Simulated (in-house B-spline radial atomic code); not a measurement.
Configurations of neutral selenium, with energies counted from [Ar] 3d10 4s2 4p4. Computed with an all-electron radial atomic-structure program (B-spline basis): scalar-relativistic (X2C) wB97X, spin-polarised, spherical fractional occupations, Fermi nucleus of rms radius 4.14 fm. Shells without spins written out take the highest spin.

Caution: exact exchange at fractional occupations of open shells leaves self-interaction of up to several eV.

Occupations are held fixed; configurations that lie above the ionisation limit could autoionise.

```json
{"configuration": "[Ar] 3d10 4s2 4p(2 up, 2 down)", "E - E(ref) (eV)": "3.2191", "highest orbital": "4p up", "its <r> (bohr)": "2.33"}
{"configuration": "[Ar] 3d9 4s2 4p5", "E - E(ref) (eV)": "57.41", "highest orbital": "4p down", "its <r> (bohr)": "2.2"}
{"configuration": "[Ar] 3d9 4s2 4p4 5s1", "E - E(ref) (eV)": "65.492", "highest orbital": "5s up", "its <r> (bohr)": "5.749"}
```

Task: Order these further configurations by energy, lowest first.
A. [Ne] 3s2 3p5 3d10 4s2 4p4 5s1
B. [Ar] 3d(5 up, 4 down) 4s2 4p(2 up, 2 down) 5s(1 up, 0 down)
C. [Ne] 3s2 3p5 3d10 4s2 4p4 4d1
D. [Ar] 3d10 4s1 4p4 5s1

Result: D (17.689 eV), B (69.123 eV), A (166.73 eV), C (169.45 eV).
